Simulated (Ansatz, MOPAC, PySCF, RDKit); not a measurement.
Dimer: HF (SMILES F) (first 2 atoms) with H2 (SMILES [H][H]); geometry from B3LYP-D3(BJ)/def2-TZVP, rigid monomers moved along the line of their centres of mass till H2···H3 is 3.53 Å.
(charge 0, multiplicity 1):
```xyz
4

F      0.0691     0.0916    -0.1267
H      0.1090     0.0822     0.7990
H      0.6374     0.0632     4.2939
H     -0.1072     0.0248     4.3268
```

```json
[
 {"level": "UFF", "interaction energy (kcal/mol)": "-0.07", "minus CCSD(T)/CBS(aug-cc-pVTZ, aug-cc-pVQZ)": "0.13", "cost": "-"},
 {"level": "PM6", "interaction energy (kcal/mol)": "-0.01", "minus CCSD(T)/CBS(aug-cc-pVTZ, aug-cc-pVQZ)": "0.18", "cost": "-"},
 {"level": "HF/STO-3G (no counterpoise)", "interaction energy (kcal/mol)": "-0.05", "minus CCSD(T)/CBS(aug-cc-pVTZ, aug-cc-pVQZ)": "0.14", "cost": "-"},
 {"level": "PBE-D3(BJ)/def2-TZVPPD", "interaction energy (kcal/mol)": "-0.25", "minus CCSD(T)/CBS(aug-cc-pVTZ, aug-cc-pVQZ)": "-0.06", "cost": "×1"},
 {"level": "r2SCAN-D3(BJ)/def2-TZVPPD", "interaction energy (kcal/mol)": "-0.17", "minus CCSD(T)/CBS(aug-cc-pVTZ, aug-cc-pVQZ)": "0.02", "cost": "×2"},
 {"level": "B3LYP/6-31G*", "interaction energy (kcal/mol)": "-0.07", "minus CCSD(T)/CBS(aug-cc-pVTZ, aug-cc-pVQZ)": "0.12", "cost": "-"},
 {"level": "B3LYP/6-31G* (no counterpoise)", "interaction energy (kcal/mol)": "-0.10", "minus CCSD(T)/CBS(aug-cc-pVTZ, aug-cc-pVQZ)": "0.09", "cost": "-"},
 {"level": "B3LYP/6-311+G** (no counterpoise)", "interaction energy (kcal/mol)": "-0.10", "minus CCSD(T)/CBS(aug-cc-pVTZ, aug-cc-pVQZ)": "0.09", "cost": "-"},
 {"level": "B3LYP-D3(BJ)/def2-TZVPPD", "interaction energy (kcal/mol)": "-0.18", "minus CCSD(T)/CBS(aug-cc-pVTZ, aug-cc-pVQZ)": "0.01", "cost": "×1"},
 {"level": "B3LYP-D4/def2-TZVPPD", "interaction energy (kcal/mol)": "-0.15", "minus CCSD(T)/CBS(aug-cc-pVTZ, aug-cc-pVQZ)": "0.04", "cost": "×1"},
 {"level": "wB97X-V/def2-TZVPPD", "interaction energy (kcal/mol)": "-0.19", "minus CCSD(T)/CBS(aug-cc-pVTZ, aug-cc-pVQZ)": "0.01", "cost": "×3"},
 {"level": "wB97M-V/def2-TZVPPD", "interaction energy (kcal/mol)": "-0.19", "minus CCSD(T)/CBS(aug-cc-pVTZ, aug-cc-pVQZ)": "0.00", "cost": "×3"},
 {"level": "MP2/6-31G* (no counterpoise)", "interaction energy (kcal/mol)": "-0.11", "minus CCSD(T)/CBS(aug-cc-pVTZ, aug-cc-pVQZ)": "0.08", "cost": "-"},
 {"level": "MP2/aug-cc-pVDZ", "interaction energy (kcal/mol)": "-0.17", "minus CCSD(T)/CBS(aug-cc-pVTZ, aug-cc-pVQZ)": "0.03", "cost": "-"},
 {"level": "SCS-MP2/aug-cc-pVDZ", "interaction energy (kcal/mol)": "-0.16", "minus CCSD(T)/CBS(aug-cc-pVTZ, aug-cc-pVQZ)": "0.04", "cost": "-"},
 {"level": "SCS-MP2/aug-cc-pVTZ", "interaction energy (kcal/mol)": "-0.17", "minus CCSD(T)/CBS(aug-cc-pVTZ, aug-cc-pVQZ)": "0.02", "cost": "-"},
 {"level": "CCSD/aug-cc-pVDZ", "interaction energy (kcal/mol)": "-0.16", "minus CCSD(T)/CBS(aug-cc-pVTZ, aug-cc-pVQZ)": "0.03", "cost": "-"},
 {"level": "CCSD/aug-cc-pVQZ", "interaction energy (kcal/mol)": "-0.18", "minus CCSD(T)/CBS(aug-cc-pVTZ, aug-cc-pVQZ)": "0.01", "cost": "-"},
 {"level": "CCSD(T)/aug-cc-pVTZ", "interaction energy (kcal/mol)": "-0.19", "minus CCSD(T)/CBS(aug-cc-pVTZ, aug-cc-pVQZ)": "0.00", "cost": "×10"},
 {"level": "CCSD(T)/CBS(aug-cc-pVTZ, aug-cc-pVQZ)", "interaction energy (kcal/mol)": "-0.19", "minus CCSD(T)/CBS(aug-cc-pVTZ, aug-cc-pVQZ)": "0.00", "cost": "×100*"}
]
```

 The comparison column counts from a level with limits of its own.

The rows run from -0.25 (PBE-D3(BJ)/def2-TZVPPD) to -0.01 kcal/mol (PM6).

Counterpoise-corrected where a basis set is named; no monomer relaxation. Rows marked so take none. RDKit's UFF carries no charges.

Cores are frozen in the correlated methods. CBS: X⁻³ extrapolation of the correlation energy, Hartree–Fock from the larger set. Rows in 6-311+G**, 6-31G*, STO-3G carry no dispersion term and start afresh at each structure (6-31G* with six Cartesian d functions). MP2/6-31G* freezes PySCF's default core. The state that PM6 reach isn't checked.

Codes used: Ansatz (Gaussian basis) for Hartree–Fock, density functionals and correlated methods; MOPAC for PM6 (differences of heats of formation); PySCF for 6-311+G** rows, 6-31G* rows, STO-3G rows, the dispersion terms; RDKit for the force fields. Values without a source in brackets are computed.

Costs are rough ratios of core time to PBE/def2-TZVPPD (about 0.4 s over the structures, on one shared machine); a dash marks a level with no comparable run of its own. A star marks coupled-cluster runs past 200 virtual orbitals, where the program's memory plan changes under this machine's limit, so their costs aren't comparable with smaller runs.

Ansatz is a first-principles code.
